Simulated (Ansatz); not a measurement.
Basis sets compared for Si(CCH)Cl3 (C2HCl3Si). The state is a singlet with charge 0. Geometry r2SCAN-D4/def2-SVP. Ansatz on 4 threads of Intel Xeon on a shared host; times are rough, and most runs start from earlier orbitals.

```xyz
7

Si   -0.494   -0.020   -0.845
C     0.414    0.018    0.717
C     1.033    0.041    1.768
H     1.576    0.063    2.697
Cl   -1.104    1.870   -1.341
Cl   -2.138   -1.227   -0.664
Cl    0.712   -0.746   -2.331
```

B3LYP takes the VWN-RPA correlation.

Binding counts from free atoms (Si triplet, C triplet, H doublet, Cl doublet) in the same basis, without a counterpoise term.

```csv
level,functions,energy (Eh),HOMO (eV),LUMO (eV),binding per atom (eV),wall time
HF/STO-3G,47,-1724.8186,-10.39,6.10,3.35,0.51 s
HF/6-31G,72,-1743.6054,-12.15,2.38,2.31,1.1 s
PBE-D4/def2-SVP,105,-1745.6139,-7.51,-1.75,4.27,1.8 s
PBE-D4/def2-TZVP (with forces),216,-1746.2889,-7.64,-1.98,4.27,5.5 s
BLYP-D4/def2-TZVP,216,-1747.0750,-7.45,-1.79,4.10,4.5 s
B3LYP-D4/6-31G,72,-1746.8559,-8.90,-1.29,3.52,2 s
B3LYP-D4/def2-TZVP,216,-1747.1668,-8.63,-1.24,4.09,6.5 s
PBE0-D4/def2-SVP,105,-1745.7600,-8.87,-0.89,4.16,2.8 s
PBE0-D4/def2-TZVP,216,-1746.4281,-8.91,-1.07,4.18,7 s
```

Problem. Estimate the rows for PBE-D4/def2-TZVPD, BLYP-D4/def2-TZVPD, PBE0-D4/def2-TZVPD.

Solution. 
```csv
level,functions,energy (Eh),HOMO (eV),LUMO (eV),binding per atom (eV),wall time
PBE-D4/def2-TZVPD,264,-1746.2911,-7.68,-2.06,4.27,7.5 s
BLYP-D4/def2-TZVPD,264,-1747.0774,-7.49,-1.88,4.10,7 s
PBE0-D4/def2-TZVPD,264,-1746.4297,-8.94,-1.14,4.18,12 s
```
